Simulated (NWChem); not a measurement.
System: CH5ClO2Si; SMILES CO[SiH](O)Cl

NWChem input:

```
start job
memory heap 200 mb stack 900 mb global 1100 mb
geometry units angstroms noautosym nocenter noautoz
  Si     0.575458     0.106019    -0.402964
  O      1.970463     0.633328     0.277916
  Cl    -1.030354     1.308191     0.121975
  O      0.256486    -1.406666     0.154809
  C     -0.935332    -2.140574     0.059444
  H      0.751593     0.188255    -1.866679
  H      2.057250     0.544845     1.232322
  H     -1.085294    -2.536317    -0.960356
  H     -0.878806    -2.993782     0.751541
  H     -1.813683    -1.529251     0.328945
end
basis spherical
  Si library 6-31g*
  O library 6-31g*
  Cl library 6-31g*
  C library 6-31g*
  H library 6-31g*
end
dft
  xc hfexch
  iterations 150
end
property
  shielding
end
task dft property
```

All runs use the structure optimised with PBE0/def2-SVP.

GIAO values for the isolated, static molecule; σ is the absolute isotropic shielding, δ = σ(reference) − σ with the isolated reference molecule computed at the same levels (1H: tetramethylsilane, 17O: water, 29Si: tetramethylsilane).

Atoms are numbered as in the input.

Q: What results follow from this input? (Hartree-Fock/6-31G* (spherical d), GIAO.) Quantities: δ Si1 (ppm); δ O2 (ppm); σ Cl3 (ppm); δ O4 (ppm); δ H6 (ppm); δ H7 (ppm); δ H8 (rotor mean) (ppm).

A: 
```
Item                     Result
-----------------------  ------
δ Si1 (ppm)               -27.2
δ O2 (ppm)                 36.1
σ Cl3 (ppm)               967.4
δ O4 (ppm)                  3.4
δ H6 (ppm)                 4.83
δ H7 (ppm)                 2.23
δ H8 (rotor mean) (ppm)    3.54
```
